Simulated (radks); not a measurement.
The numbers below are computed, except where a source is named.
Q: The mean radii <r> (bohr) of the occupied orbitals of an atom or ion are listed with their occupations. Code: a radial shooting solver on a logarithmic mesh with Libxc functionals. Model: scalar-relativistic Kohn-Sham, r2SCAN, spin-polarised, spherical densities, finite nucleus; meta-GGA in the generalised Kohn-Sham scheme; Fermi nuclear charge, rms radius of each element as measured or else 0.836 A^(1/3) + 0.57 fm.

orbital  occ.     <r>
1s          2  0.4154

Name the element and its charge. Open shells, if any, are filled with parallel spins first.

A: Z = 4, beryllium, charge +2: Be2+ in [He]. The 1s radius gives Z: for a bare nucleus <r> = (2 gamma + 1)/(2Z) with gamma = sqrt(1 - (Z/c)^2), 0.3749 bohr for Z = 4, and screening makes it slightly larger (0.4154 here). The occupations add up to 2, and the charge is Z minus that.
